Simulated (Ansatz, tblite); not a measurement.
Forces on the cluster Li₇Al₃⁺ at its PBE0-D4/def2-SVP geometry. Total charge 1; doublet.

The xTB rows come from tblite. Another isomer (doublet) lies 0.25 eV lower at PBE0-D4/def2-TZVP; other spin states weren't run for this one.

GFN1-xTB (tblite), largest force 0.71 eV/Å:

```xyz
10
positions Å, forces eV/Å
Li   -2.247    3.979   -0.488   -0.060   -0.533    0.172
Li    1.607    0.970    1.334   -0.102   -0.205   -0.127
Li    1.371    0.300   -1.762   -0.045   -0.271    0.124
Li   -2.343    0.782   -1.533    0.010    0.387    0.235
Li   -0.298   -3.269   -0.200    0.584    0.075   -0.020
Li    2.970   -4.020    0.715   -0.520    0.265   -0.194
Li   -2.013    1.321    1.657   -0.091    0.333   -0.291
Al   -0.381   -0.436    0.161   -0.267   -0.524    0.194
Al    1.759   -1.721    0.400    0.407   -0.172    0.184
Al   -0.425    2.094   -0.285    0.083    0.644   -0.277
```

GFN2-xTB (tblite), largest force 0.68 eV/Å:

```
Li -0.045 -0.225 0.034
Li 0.020 -0.049 -0.104
Li -0.008 0.018 0.151
Li -0.038 0.091 0.132
Li 0.155 0.019 0.060
Li -0.171 0.111 -0.061
Li -0.104 0.044 -0.105
Al -0.612 -0.164 -0.031
Al 0.564 -0.375 0.067
Al 0.239 0.529 -0.143
```

PBE-D4/def2-TZVP (Ansatz), largest force 0.13 eV/Å:

```
Li 0.001 -0.056 0.008
Li -0.065 -0.043 -0.050
Li -0.058 -0.019 0.064
Li 0.036 0.030 0.056
Li 0.045 0.038 0.012
Li -0.036 0.009 -0.014
Li 0.015 0.013 -0.064
Al -0.077 0.001 -0.017
Al 0.121 -0.049 0.016
Al 0.017 0.076 -0.011
```
